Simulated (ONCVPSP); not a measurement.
**Transferability test, ONCV potential for Ar (Z = 18)**

```json
{
 "Element": "Ar",
 "Generator": "ONCVPSP 4.0.1",
 "Type": "optimised norm-conserving Vanderbilt (ONCV)",
 "Functional": "LDA (Perdew-Wang 92)",
 "Relativity": "scalar-relativistic",
 "Frozen core": "[He]",
 "Valence charge": "16",
 "Reference configuration": "2s2 2p6 3s2 3p6",
 "Partial waves": "2s+3s: rc 0.55 bohr, ncon 3, nbas 6, qcut 21.2 1/bohr, 2 projectors; 2p+3p: rc 0.55 bohr, ncon 4, nbas 9, qcut 22.5 1/bohr, 3 projectors, debl 1.5 Ha; d scattering state at 0.11 Ha: rc 0.40 bohr, ncon 4, nbas 7, qcut 21.3 1/bohr, 1 projector",
 "Local potential": "polynomial inside 0.35 bohr (lpopt 2, dvloc0 3 Ha)",
 "Core correction": "Teter function fitted to the true core (icmod 2), fcfact 0.7"
}
```

Energies are relative to the spin-unpolarised reference configuration 2s2 2p6 3s2 3p6; without spin polarisation the order of configurations can differ from experiment.

(1) Give the all-electron excitation energy and the error of the potential for: 2s2 2p6 3s2 3p5; 2s2 2p6 3s2 3p4; 2s2 2p6 3s2 3p3; 2s2 2p6 3s2 3p5.5.

Levels in the configuration 2s2 2p6 3s2 3p5.5:

| level | all-electron (eV) | pseudo (eV) |
| --- | --- | --- |
| 2s | -302.597 | -302.598 |
| 2p | -236.521 | -236.521 |
| 3s | -30.243 | -30.240 |
| 3p | -16.090 | -16.087 |

Results:

(1)

```
valence configuration  charge  ΔE all-electron (eV)  error AE − PS (meV)
      2s2 2p6 3s2 3p5      +1                16.157                 +2.0
      2s2 2p6 3s2 3p4      +2                44.892                 +5.4
      2s2 2p6 3s2 3p3      +3                87.547                  +12
    2s2 2p6 3s2 3p5.5    +0.5                 6.600                 +0.9
```
